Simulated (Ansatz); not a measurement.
System: SbBr2, charge 0, doublet. SbBr2 (SMILES [Br][Sb][Br], doublet).
B3LYP-D3(BJ)/def2-TZVP minimum from Ansatz (an electronic-structure program):
```xyz
3

Sb     0.1493    -0.5899     0.7138
Br     1.7658     0.8971    -0.5258
Br    -1.9833    -0.0376    -0.5143
```
Charge 0, spin multiplicity 2.

Total energies in def2-SVP, 19 correlated electrons, 37 frozen orbitals. UHF or UKS for unpaired electrons; spin-orbit terms are left out. Cores are frozen in correlated methods (noble-gas shells, and filled d and f shells in the p block). Past Kr the def2 sets carry scalar-relativistic core potentials. Spin-orbit terms, left out, reach several kcal/mol for Br and I, and more for heavier atoms.

```
method    program  energy (Eh)  minus CCSDT(Q) (mEh)
--------  -------  -----------  --------------------
HF         Ansatz  -5383.53957                348.81
MP2        Ansatz  -5383.84692                 41.46
CCSD       Ansatz  -5383.87675                 11.63
CCSD(T)    Ansatz  -5383.88652                  1.87
CCSDT(Q)   Ansatz  -5383.88838                  0.00
```

Rough core times of Ansatz's runs on a shared machine: CCSD(T) under 20 s, CCSDT(Q) 3 min.
